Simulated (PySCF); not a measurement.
Compound: C3H8F2Si.
Bonds: F1–C2, C2–F3, C2–C4, C4–C5, C5–Si6. Hydrogens: H7 on C2; H8, H9 on C4; H10, H11 on C5; H12, H13, H14 on Si6.

A GFN2-xTB structure with every atom displaced at random (by about 0.01 Å) was refined with PySCF, PBE0-D3(BJ)/def2-SVP geometry optimisation, gas phase. Values at the start:

```csv
coordinate,start
F1–C2,1.342 Å
C2–F3,1.358 Å
C2–C4,1.533 Å
C2–H7,1.102 Å
C4–C5,1.488 Å
C4–H8,1.086 Å
C5–Si6,1.908 Å
C5–H10,1.102 Å
Si6–H12,1.450 Å
F1–C2–F3,105.1°
F1–C2–C4,111.1°
C2–C4–C5,113.1°
C4–C5–Si6,114.9°
F1–C2–C4–C5,-167°
```

**Question.** How do these coordinates change at the PBE0-D3(BJ)/def2-SVP level?

**Answer.** 
```json
{"coordinate": "Si6–H12", "PBE0-D3(BJ)/def2-SVP (Å or °)": "1.492", "change": "+0.042"}
{"coordinate": "C4–C5", "PBE0-D3(BJ)/def2-SVP (Å or °)": "1.526", "change": "+0.038"}
{"coordinate": "C2–C4", "PBE0-D3(BJ)/def2-SVP (Å or °)": "1.505", "change": "-0.028"}
{"coordinate": "C4–H8", "PBE0-D3(BJ)/def2-SVP (Å or °)": "1.103", "change": "+0.017"}
{"coordinate": "C5–Si6", "PBE0-D3(BJ)/def2-SVP (Å or °)": "1.899", "change": "-0.009"}
{"coordinate": "F1–C2", "PBE0-D3(BJ)/def2-SVP (Å or °)": "1.350", "change": "+0.008"}
{"coordinate": "C2–H7", "PBE0-D3(BJ)/def2-SVP (Å or °)": "1.106", "change": "+0.004"}
{"coordinate": "C2–F3", "PBE0-D3(BJ)/def2-SVP (Å or °)": "1.360", "change": "+0.002"}
{"coordinate": "C5–H10", "PBE0-D3(BJ)/def2-SVP (Å or °)": "1.102", "change": "0.000"}
{"coordinate": "C4–C5–Si6", "PBE0-D3(BJ)/def2-SVP (Å or °)": "118.1", "change": "+3.2"}
{"coordinate": "F1–C2–F3", "PBE0-D3(BJ)/def2-SVP (Å or °)": "107.4", "change": "+2.3"}
{"coordinate": "C2–C4–C5", "PBE0-D3(BJ)/def2-SVP (Å or °)": "114.2", "change": "+1.1"}
{"coordinate": "F1–C2–C4", "PBE0-D3(BJ)/def2-SVP (Å or °)": "110.2", "change": "-0.9"}
{"coordinate": "F1–C2–C4–C5", "PBE0-D3(BJ)/def2-SVP (Å or °)": "-178", "change": "-11"}
```

The energy falls by 0.151 eV over 8 energy and gradient evaluations, the largest force component goes from 0.0395 to 1.8e-04 Eh/bohr, and the atoms move by 0.115 Å rms after alignment. The bond that changes most is Si6–H12 (SiH3 silicon to Si–H hydrogen), which lengthens by 0.042 Å. Bonds longer at the end by more than 0.005 Å: 6 of 13; shorter: 3. Among the dihedrals that turn most is H7–C2–C4–C5, from -44° to -57°. Rotational constants go from 5577, 1572, 1303 to 5736, 1535, 1286 MHz.

The run used 128 basis functions and 46 SCF cycles in all. Hardware: Arm Neoverse N1, one thread, no GPU, shared host with 64 logical CPUs at a one-minute load of 31. Cost: 73 s wall, 0.51 GiB resident at most.

Whether it is a minimum is left open (no frequencies). The numbers are those of one conformer.
